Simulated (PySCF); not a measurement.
Members of the series Al-XY, Y = chloro; each row names its spin state. Isolated molecules, 0 K electronic values unless said otherwise. One relaxed conformer stands for each flexible species; it need not be the lowest. Strings in code marks are SMILES.

All values below come from PBE0-D3(BJ)/def2-TZVPD (PySCF). 

```json
[
 {"species": "X = chloro, multiplicity 1 (`[Cl][Al-][Cl]` (lower singlet))", "HOMO (eV)": "-0.96"},
 {"species": "X = hydroxy, multiplicity 1 (`[OH][Al-][Cl]` (lower singlet; H–O–Al–Cl torsion 0°))", "HOMO (eV)": "-0.58"},
 {"species": "X = amino, multiplicity 1 (`[NH2][Al-][Cl]` (lower singlet))", "HOMO (eV)": "…"},
 {"species": "X = silyl, multiplicity 1 (`[Cl][Al-][SiH3]` (lower singlet))", "HOMO (eV)": "-0.55"},
 {"species": "X = cyano, multiplicity 1 (`N#[C][Al-][Cl]` (lower singlet))", "HOMO (eV)": "-1.10"},
 {"species": "X = boryl, multiplicity 3 (`[Al-]([BH2])[Cl]` (near-degenerate triplet))", "HOMO (eV)": "–"},
 {"species": "X = formyl, multiplicity 1 (`O=[CH][Al-][Cl]` (lower singlet; O–C–Al–Cl torsion 120°))", "HOMO (eV)": "-0.44"},
 {"species": "X = AlH2, multiplicity 3 (`[AlH2][Al-][Cl]` (triplet; the order of the spin states depends on the level))", "HOMO (eV)": "–"}
]
```

Question: Complete the blanks.

Answer: 
- X = amino, multiplicity 1 (`[NH2][Al-][Cl]` (lower singlet)), HOMO (eV): -0.30
